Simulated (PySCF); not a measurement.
Compound: C5H12O2P (charge -1).
SMILES: `CC(C)(C)[P@@](C)(=O)[O-]`

Torsions of this conformer, `[CH3:1][C:2]([CH3:3])([CH3:4])[P@@:5]([CH3:6])(=[O:7])[O-:8]`: C1–C2–P5–C6 -179°.

The closed-shell ground state was solved at several levels (PySCF, density fitting, gas phase, non-relativistic). Isolated species at its PBE0-D3(BJ)/def2-SVP geometry, gas phase. No diffuse functions stand in pcSseg-1, which bears on an anion's orbital energies.

```csv
level,basis functions,HOMO (eV),LUMO (eV),gap (eV)
B97-2/pcSseg-1,203,-1.59,4.98,6.57
PBE0/pcSseg-1,203,-1.86,4.94,6.80
```

(1) What might CAM-B3LYP/def2-SVPD (266 basis functions) give for the same quantities?

(2) Over all these levels, which gives the widest orbital gap and which the narrowest?

Results:

(1) HOMO -3.51 eV, LUMO 4.48 eV, gap 7.99 eV.

(2) CAM-B3LYP/def2-SVPD (range-separated hybrid) has the widest, 7.99 eV, and B97-2/pcSseg-1 (global hybrid, 21 % exact exchange) the narrowest, 6.57 eV. Functional and basis both differ between the two, so the spread mixes both effects.
